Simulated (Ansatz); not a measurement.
`C[SiH](F)Br` + `NC(O)N[SiH3]` → `F[SiH](Br)N[SiH3]` + `CC(N)O`  (formal exchange of groups at the Si–C bond)

Isolated molecules relaxed with PBE0-D4/def2-TZVP in Ansatz; ΔE leaves out vibrations. CCSD(T)/CBS adds triple-zeta CCSD(T) − MP2 to the extrapolated MP2 energy (def2 sets, frozen cores). DFT in def2-TZVPP. For Br outer-core shells are correlated without core-valence functions, which leaves a few kJ/mol of doubt a bond. Scalar relativity is left out up to krypton. Each species was taken in one conformer, which may not be the lowest.

`C[SiH](F)Br`:

Z-matrix (Å, degrees):
```
C
Si 1 1.844
H 1 1.093 2 110.1
H 1 1.092 2 110.3 3 119.8
H 1 1.092 2 110.6 3 -120.2
F 2 1.594 1 109.5 3 60.2
Br 2 2.213 1 110.3 3 178.5
H 2 1.478 1 114.1 3 -60.3
```

`NC(O)N[SiH3]`:

```xyz
13

N    -1.501   -0.871    1.112
C    -0.705    0.078    0.376
O    -1.524    0.648   -0.621
N     0.473   -0.457   -0.239
Si    1.814    0.543   -0.678
H    -1.788   -1.627    0.499
H    -0.959   -1.271    1.868
H    -0.372    0.848    1.087
H    -2.367    0.850   -0.202
H     0.249   -1.220   -0.866
H     1.614    1.420   -1.867
H     2.965   -0.353   -0.961
H     2.101    1.412    0.493
```

`F[SiH](Br)N[SiH3]`:

Z-matrix (Å, degrees):
```
Si
Br 1 2.208
N 1 1.695 2 109.4
F 1 1.591 2 105.6 3 -121.6
H 1 1.471 2 111.0 3 122.4
Si 3 1.737 1 127.8 2 147.9
H 3 1.011 1 115.8 2 -34.7
H 6 1.486 3 111.4 1 116.4
H 6 1.486 3 110.8 1 -123.0
H 6 1.483 3 106.5 1 -3.3
```

`CC(N)O`:

Z-matrix (Å, degrees):
```
C
C 1 1.510
H 1 1.090 2 110.4
H 1 1.090 2 110.2 3 121.1
H 1 1.093 2 109.7 3 -119.0
N 2 1.435 1 110.4 3 -179.5
O 2 1.426 1 106.0 3 55.8
H 2 1.098 1 109.8 3 -61.9
H 6 1.012 2 112.1 1 175.4
H 6 1.013 2 110.5 1 -63.8
H 7 0.961 2 108.3 1 -175.5
```

| level | ΔE (eV) |
| --- | --- |
| PBE | -0.70 |
| CCSD(T)/def2-TZVPP | -0.81 |
| MP2/def2-QZVPP | -0.87 |
| HF/CBS(def2) | -0.88 |

(1) What does CCSD(T)/CBS give? (An estimate is asked.)

Largest T1 diagnostic among the species: 0.011.

## Answers

(1) Ansatz gave: -0.84 eV. The listed levels differ from it by 0.14, 0.03, -0.03, -0.04 eV.

From PBE to PBE0 (25 % exact exchange), in def2-TZVPP and without D4, ΔE moves by −0.04 eV.
